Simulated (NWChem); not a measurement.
SnS, singlet; SMILES [S]=[Sn]

Results from NWChem. Low-valent species are run as closed-shell singlets; no triplet was tried in these runs. def2 effective core potentials on Sn; no spin-orbit coupling. The level has its own optimisation; frequencies are unscaled.

### Question
Estimate the computed values for PBE0/def2-SVP (core potentials). Quantities: r S–Sn (Å); highest harmonic frequency (cm⁻¹); zero-point energy (kcal/mol).

### Answer
```json
{
  "r S–Sn (Å)": "2.223",
  "highest harmonic frequency (cm⁻¹)": "500",
  "zero-point energy (kcal/mol)": "0.7"
}
```
